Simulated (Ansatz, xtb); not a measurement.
## Two isomers of C4H7ClOSi2

Structure a: `C#C[Si@H](C=C)O[SiH2]Cl`, a singlet. Structure b: `C#C[Si@@H]1O[SiH2]C[C@H]1Cl`, a singlet. Both are isolated molecules in the gas phase, relaxed with r2SCAN-D4/def2-SVP; the shapes shown needn't be the lowest conformers.

a (Å):

```csv
atom,x (Å),y (Å),z (Å)
C,-1.3357,1.8496,-1.1404
C,-1.0530,1.2254,-0.1291
C,0.7989,-0.8715,1.0415
C,0.7012,-2.2083,1.1055
Cl,-3.0032,-2.9039,0.0587
O,-1.9615,-0.6457,1.8226
Si,-0.6338,0.2608,1.3769
Si,-3.3847,-1.2718,1.2813
H,-1.5846,2.3997,-2.0311
H,-0.3459,1.2167,2.4796
H,1.7687,-0.4251,0.7776
H,-0.2441,-2.7046,1.3541
H,1.5570,-2.8633,0.9020
H,-4.1395,-0.2779,0.4770
H,-4.1551,-1.7531,2.4523
```

b (Å):

```xyz
15

C    -1.4386   -2.3647   -1.5975
C    -0.4649   -1.7150   -1.2476
C     0.4072   -0.2790    1.9716
C     0.3847    0.5167    0.6582
Cl    1.6652    1.8245    0.7293
O     2.0227   -1.6210    0.2073
Si    0.9609   -0.7013   -0.6984
Si    1.9237   -1.4307    1.8814
H    -2.2913   -2.9423   -1.9097
H     1.6232   -0.0741   -1.8639
H     3.1811   -0.8422    2.4176
H     1.6749   -2.7448    2.5382
H    -0.5008   -0.9115    2.0053
H     0.3715    0.3891    2.8483
H    -0.5698    1.0365    0.4849
```

Task: Estimate E(b) − E(a) at the level CCSD(T)/def2-SVP + ΔMP2/def2-TZVPP.

Result: Calculated at CCSD(T)/def2-SVP + ΔMP2/def2-TZVPP: E(b) − E(a) = +18.3 kcal/mol, so structure a lies lower.

The same difference at several levels:

```
                             level            geometry  E(b) − E(a) (kcal/mol)  departure from the last row (kcal/mol)  job, with rough time for the two
                r2SCAN-D4/def2-SVP  r2SCAN-D4/def2-SVP                     +15.0                                    −3.3             optimisation, 2.8 min
                       HF/def2-SVP  r2SCAN-D4/def2-SVP                     +26.8                                    +8.6           part of the CCSD(T) run
                      MP2/def2-SVP  r2SCAN-D4/def2-SVP                     +16.6                                    −1.7           part of the CCSD(T) run
                  CCSD(T)/def2-SVP  r2SCAN-D4/def2-SVP                     +18.3                                     0.0                      single point
CCSD(T)/def2-SVP + ΔMP2/def2-TZVPP  r2SCAN-D4/def2-SVP                     +18.3                                                     single point, 2.2 min
```

As drawn, b has 1 C–Si, 1 C–C, 1 C–Cl in place of 1 C=C, 1 Cl–Si. Structure a has no ring, b a 5-membered ring.

None of the levels shown reverses the order. The largest departure from CCSD(T)/def2-SVP + ΔMP2/def2-TZVPP is that of HF/def2-SVP, 8.6 kcal/mol. Levels run at GFN2-xTB geometries aren't shown. The last row adds to CCSD(T) the change of the MP2 difference between the two basis sets, here 0.0 kcal/mol.

With thermal terms from frequencies at re-optimised GFN2-xTB minima (ideal gas, soft modes damped towards free rotors, one conformer each, 298.15 K, 1 atm): on the last row, ΔE + ΔZPE = +20.1, ΔH = +18.9, ΔG = +21.8 kcal/mol.

The correlated steps freeze 20 core orbitals. Codes used: Ansatz 0.2.0, xtb 6.7.1; the last row on 4 threads of Arm Neoverse V1 on a shared host.
